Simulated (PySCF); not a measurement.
Predicted microwave data (PBE0-D3(BJ)/def2-SVP geometry optimisation, gas phase (PySCF)) for one isomer of CH4BrClSi:

| Quantity | Value |
| --- | --- |
| Rotational constants | A = 3089, B = 1771, C = 1175 MHz |
| Dipole components | \|μa\| = 0.58 D, \|μb\| = 1.03 D, \|μc\| = 0.86 D |
| Inertial defect | -18.83 u·Å² |
| κ | -0.38 |

Question: Which structure is it? (One computed conformer of each.)
A. `[Cl:1][CH2:2][SiH2:3][Br:4]` with Cl1–C2–Si3–Br4 180°
B. `[SiH3][C@H](Cl)Br`

Answer: B. It is [SiH3][C@H](Cl)Br, an asymmetric top, point group C1. The candidates at the same level (rigid rotor, commonest isotopes):

| SMILES | A (MHz) | B (MHz) | C (MHz) | μa (D) | μb (D) | μc (D) | Δ (u·Å²) | point group | rotor |
| --- | --- | --- | --- | --- | --- | --- | --- | --- | --- |
| [SiH3][C@H](Cl)Br | 3089 | 1771 | 1175 | 0.58 | 1.03 | 0.86 | -18.83 | C1 | asymmetric top |
| ClC[SiH2]Br | 14576 | 795.7 | 765.1 | 0.13 | 0.48 | 0.00 | -9.29 | Cs | near-prolate asymmetric top |

`ClC[SiH2]Br` has A 372 % too high. No structure here is proved a minimum.
